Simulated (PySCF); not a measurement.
Some computed properties have been withheld. Give your best values.

Species: C6H6F2.
Numbering: `[F:1][C@H:2]1[CH:3]=[CH:4][C@H:5]([F:6])[CH:7]=[CH:8]1` (hydrogens: H9 on C2; H10 on C3; H11 on C4; H12 on C5; H13 on C7; H14 on C8)

```json
{"property": "point group of the GFN2-xTB geometry", "level": "GFN2-xTB", "value": "?"}
{"property": "rotational constants A, B, C of the GFN2-xTB geometry", "level": "GFN2-xTB", "value": "?"}
{"property": "dipole moment", "level": "PBE0/def2-SVPD", "value": "?"}
{"property": "HOMO energy", "level": "PBE0/def2-SVPD", "value": "-8.06 eV"}
{"property": "LUMO energy", "level": "PBE0/def2-SVPD", "value": "-1.05 eV"}
{"property": "lowest singlet excitation", "level": "TDDFT PBE0/def2-SVPD", "value": "?"}
{"property": "strongest line among the 6 lowest singlet transitions", "level": "TDDFT PBE0/def2-SVPD", "value": "?"}
{"property": "lowest triplet excitation (Tamm–Dancoff)", "level": "TDA PBE0/def2-SVPD", "value": "?"}
{"property": "static isotropic polarisability", "level": "PBE0/def2-SVPD", "value": "67.7 au"}
{"property": "electronic spatial extent ⟨r²⟩ about the centre of nuclear charge", "level": "PBE0/def2-SVPD", "value": "910 bohr²"}
{"property": "13C chemical shifts (computed TMS as zero) by class", "level": "GIAO PBE0/pcSseg-1", "value": "140.0 (C3/C4/C7/C8), 84.2 (C2/C5) ppm"}
{"property": "1H chemical shifts (computed TMS as zero) by class", "level": "GIAO PBE0/pcSseg-1", "value": "6.71 (H10/H11/H13/H14), 5.58 (H9/H12) ppm"}
{"property": "isotropic shieldings of nuclei other than C and H, by class", "level": "GIAO PBE0/pcSseg-1", "value": "374 (F1/F6) ppm"}
```

Gas-phase values; electronic properties from PySCF, density fitting. The structure is a single GFN2-xTB conformer in the gas phase; no vibrational or solvent corrections. NMR classes are plain means over equivalent atoms (diastereotopic ones count apart unless rotation or inversion swaps them), as if these changed places fast; in this geometry the members of some classes differ.

The lowest triplet excitation (Tamm–Dancoff)?

4.19 eV.

Give the lowest singlet excitation.

5.89 eV (211 nm, f = 0.001).

What is the dipole moment?

0.80 D.

What is the strongest line among the 6 lowest singlet transitions?

S6 at 7.45 eV (166 nm, f = 0.191).

The point group of the GFN2-xTB geometry?

Cs.

Give the rotational constants A, B, C of the GFN2-xTB geometry.

4.383, 1.507, 1.243 GHz.

The polarisability is 10.03 Å³ as a volume (1 au = 0.148185 Å³), or 1.13 au for each of the 60 electrons. A dipole of 0.80 D is allowed in Cs, and pure rotational transitions are dipole-allowed. With B = h/(8π²I), that is 505.379 GHz u Å² over I, the principal moments of inertia are 115.3, 335.3 and 406.5 u Å² (most abundant isotopes); the inertial defect Ic − Ia − Ib is -44.1 u Å² (zero for a rigid planar frame, negative otherwise).
